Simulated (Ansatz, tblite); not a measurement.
Removing and adding an electron: the cluster HfAl₆ (the lowest singlet isomer of a short search). Total charge 0; singlet. Geometry: r2SCAN-D4/def2-SVP. Ansatz, gas phase; energy differences of separate SCF runs; the oxidised species was run as a doublet alone; the reduced species was run as a doublet alone.

Cartesian coordinates in Å:
```
Hf 0.335 -0.693 -1.744
Al 0.334 0.992 1.973
Al -0.520 -1.208 0.938
Al 1.350 1.558 -0.515
Al 1.956 -0.655 0.489
Al -2.293 -1.108 -1.019
Al -1.162 1.114 -0.121
```

In the def2 sets Hf takes a core potential; there is no spin–orbit coupling. The xTB rows come from tblite. The structure comes from a short search, and lower isomers may exist.

Task: Estimate orbital energies and vertical ionisation energies and electron affinities at: GFN1-xTB; PBE-D4/def2-TZVP; PBE-D4/def2-TZVPD; r2SCAN-D4/def2-TZVP; r2SCAN-D4/def2-TZVPD; PBE0-D4/def2-TZVP; PBE0-D4/def2-TZVPD.

Result: 
| level | −HOMO (eV) | vertical IE (eV) | −LUMO (eV) | vertical EA (eV) | HOMO–LUMO gap (eV) | IE − EA (eV) | remarks |
| --- | --- | --- | --- | --- | --- | --- | --- |
| GFN1-xTB | 5.66 | 7.84 | 5.63 | 3.64 | 0.03 | 4.21 | – |
| PBE-D4/def2-TZVP | 4.43 | 6.25 | 3.70 | – | 0.72 | – | – |
| PBE-D4/def2-TZVPD | 4.43 | – | 3.71 | 1.99 | 0.72 | – | – |
| r2SCAN-D4/def2-TZVP | 4.54 | 6.18 | 3.69 | – | 0.85 | – | – |
| r2SCAN-D4/def2-TZVPD | 4.53 | – | 3.69 | 2.11 | 0.85 | – | spin-contaminated (⟨S²⟩ 0.89) (-1 doublet) |
| PBE0-D4/def2-TZVP | 5.03 | 6.19 | 3.12 | – | 1.91 | – | – |
| PBE0-D4/def2-TZVPD | 5.03 | – | 3.12 | 2.05 | 1.90 | – | spin-contaminated (⟨S²⟩ 0.86) (-1 doublet) |

Relaxing the oxidised species (r2SCAN-D4/def2-SVP) changes its energy by -0.07 eV at PBE-D4/def2-TZVP, so the adiabatic ionisation energy to this nearest minimum is 6.18 eV. At PBE0-D4/def2-TZVP it is 6.12 eV.     Raw xTB energy differences between charge states are shifted by several eV; the methods need an empirical correction for them.
